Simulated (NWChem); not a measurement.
System: GaF3; SMILES [F][Ga]([F])[F]

Input file for NWChem:

```
start job
memory heap 200 mb stack 900 mb global 1100 mb
geometry units angstroms noautosym nocenter noautoz
  Ga     0.000000     0.000000     0.000000
  F     -1.685613     0.456361     0.000000
  F      1.238026     1.231603     0.000000
  F      0.447586    -1.687964     0.000000
end
basis spherical
  * library aug-cc-pvdz
end
dft
  xc b3lyp
  iterations 150
end
property
  response 1 0.0
end
task dft property
```

Structure relaxed at the PBE-D3(BJ)/def2-SVP level.

Static field.

What results follow from this input? (B3LYP/aug-cc-pVDZ.) Quantities: basis functions; isotropic polarisability (bohr³); anisotropy (bohr³).


- number of basis functions = 105
- isotropic polarisability (bohr³) = 24.4
- anisotropy (bohr³) = 7.5
